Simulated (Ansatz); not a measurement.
Cost and result up the ladder for Ga(NH2Me)H3 (CH8GaN) (11 atoms). Total charge 0; singlet. Geometry: PBE-D4/def2-SVP.

Cartesian coordinates in Å:
```
Ga 0.9377 0.8424 1.1347
N -0.7096 0.1278 -0.0615
C -0.3430 -0.9095 -1.0418
H -1.1226 0.9462 -0.5299
H -1.4284 -0.2189 0.5886
H -1.2064 -1.2626 -1.6438
H 0.4309 -0.5053 -1.7218
H 0.1008 -1.7705 -0.5065
H 1.8611 1.3803 -0.0462
H 1.3385 -0.5388 1.8191
H 0.1409 1.9091 2.0091
```

Ansatz on 4 threads of Arm Neoverse V1 on a shared host. Times are rough, and most runs start from the orbitals of an earlier one. CAM-B3LYP-D4/def2-TZVP serves as the yardstick here, not as an exact answer. Differences are given only for rows in sets of like size (and for xTB, whose basis is part of the method), since another set adds its own error. Binding counts from free atoms at the same level (Ga doublet, N quartet, C triplet, H doublet; other spins of the atoms weren't run), without zero-point energy or a counterpoise term.

The 6-31G sets use Cartesian d functions. B3LYP takes the VWN-RPA correlation. Correlated methods freeze 11 core orbitals; core or outer-core shells of Ga are correlated, in sets that lack core-valence functions.

Correlated methods converge slowly with the basis.

```
                            level  functions  binding energy per atom (eV)  difference from CAM-B3LYP-D4/def2-TZVP (eV)
                PBE0-D4/def2-TZVP        158                          3.15                                        -0.04
                         HF/6-31G         63                          2.21                                            –
              revPBE-D4/def2-TZVP        158                          3.12                                        -0.07
r2SCAN-D4/def2-TZVP (with forces)        158                          3.16                                        -0.03
           CAM-B3LYP-D4/def2-TZVP        158                          3.19                                         0.00
             r2SCANh-D4/def2-TZVP        158                          3.15                                        -0.04
               B3LYP-D4/def2-TZVP        158                          3.17                                        -0.02
               CCSD(T)/def2-TZVPP        222                          3.13                                        -0.07
                 PBE0-D4/def2-SVP        100                          3.17                                            –
                 PBE-D4/def2-TZVP        158                          3.18                                        -0.01
                  PBE-D4/def2-SVP        100                          3.20                                            –
                   B3LYP-D4/6-31G         63                          3.15                                            –
                BLYP-D4/def2-TZVP        158                          3.15                                        -0.04
                    MP2/def2-TZVP        158                          3.04                                        -0.15
```

(1) Estimate how long each takes.

Results:

(1) HF/6-31G 0.35 s; PBE-D4/def2-SVP 0.85 s; B3LYP-D4/6-31G 0.86 s; PBE0-D4/def2-SVP 1 s; MP2/def2-TZVP 1.3 s; PBE-D4/def2-TZVP 1.3 s; revPBE-D4/def2-TZVP 1.3 s; BLYP-D4/def2-TZVP 1.4 s; B3LYP-D4/def2-TZVP 1.8 s; PBE0-D4/def2-TZVP 1.8 s; CAM-B3LYP-D4/def2-TZVP 2 s; r2SCAN-D4/def2-TZVP (with forces) 3.1 s; r2SCANh-D4/def2-TZVP 3.2 s; CCSD(T)/def2-TZVPP 1.8 min. On shared hardware such times vary by a factor of up to 3.
